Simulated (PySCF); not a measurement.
A GIAO shielding run with PySCF 2.14 (density fitting, non-relativistic, gas phase) on SMILES C[C@]1(C(F)F)COCC1=O, C₆H₈F₂O₂:

```
{"job": {"kind": "nmr", "xc": "PBE0", "basis": "pcSseg-1"}, "charge": 0, "multiplicity": 1}
C     -1.525527    -0.797576     0.070923
C     -0.325028     0.151007    -0.008392
C     -0.780853     1.591533     0.209355
F     -1.670776     1.967395    -0.739938
F      0.258663     2.453771     0.106524
C      0.498100    -0.052271    -1.289245
O      1.421121    -1.081730    -0.988807
C      1.829512    -0.914730     0.346485
C      0.683828    -0.248396     1.073719
O      0.566767    -0.061718     2.249995
H     -1.950468    -0.786073     1.072488
H     -1.204420    -1.809181    -0.164871
H     -2.286648    -0.491876    -0.643324
H     -1.246126     1.737439     1.195727
H      1.029491     0.873207    -1.552922
H     -0.100061    -0.381096    -2.138908
H      2.708959    -0.255142     0.420231
H      2.084707    -1.888246     0.769303
```

Hardware: 1 thread of an Arm Neoverse V1, shared host. The job also computes population analyses, field gradients, ring-centre shieldings.

Q: How large is the calculation?

A: 78 electrons, 210 basis functions and 1086 auxiliary functions.

Q: How long does it take?

A: 43 s of wall time, with 15 SCF cycles and 5 response iterations. Times on a shared host scatter by some tens of per cent.
